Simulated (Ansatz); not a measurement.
Start from `BCO[SiH2][AlH2]` and change one atom or group to get `O[SiH2][AlH2]`.

Ansatz, PBE0-D4/def2-TZVP geometries, multiplicity 1. Each molecule was computed in one conformer, which needn't be the lowest.

| property | `BCO[SiH2][AlH2]` |
| --- | --- |
| HOMO–LUMO gap (PBE0/def2-TZVPP) / eV | 4.92 |
| LUMO energy (PBE/def2-TZVPP) / eV | -2.86 |
| HOMO–LUMO gap (B3LYP/def2-TZVPP) / eV | 4.55 |
| HOMO energy (PBE/def2-TZVPP) / eV | -5.83 |
| LUMO energy (B3LYP/def2-TZVPP) / eV | -2.28 |
| HOMO energy (B3LYP/def2-TZVPP) / eV | -6.83 |

What does the change do to each property? (Best estimate.)

Computed: 
| property | `O[SiH2][AlH2]` | shift |
| --- | --- | --- |
| HOMO–LUMO gap (PBE0/def2-TZVPP) / eV | 5.40 | 0.48 |
| LUMO energy (PBE/def2-TZVPP) / eV | -2.78 | 0.08 |
| HOMO–LUMO gap (B3LYP/def2-TZVPP) / eV | 5.03 | 0.48 |
| HOMO energy (PBE/def2-TZVPP) / eV | -6.31 | -0.48 |
| LUMO energy (B3LYP/def2-TZVPP) / eV | -2.20 | 0.08 |
| HOMO energy (B3LYP/def2-TZVPP) / eV | -7.23 | -0.40 |

With PBE0 the HOMO falls by 0.40 eV and the LUMO rises by 0.09 eV, so the gap widens by about 0.49 eV. PBE moves the HOMO by -0.48 eV and ωB97M-V by -0.35 eV.

B3LYP here is the variant with VWN-RPA as its local correlation; programs differ in this.
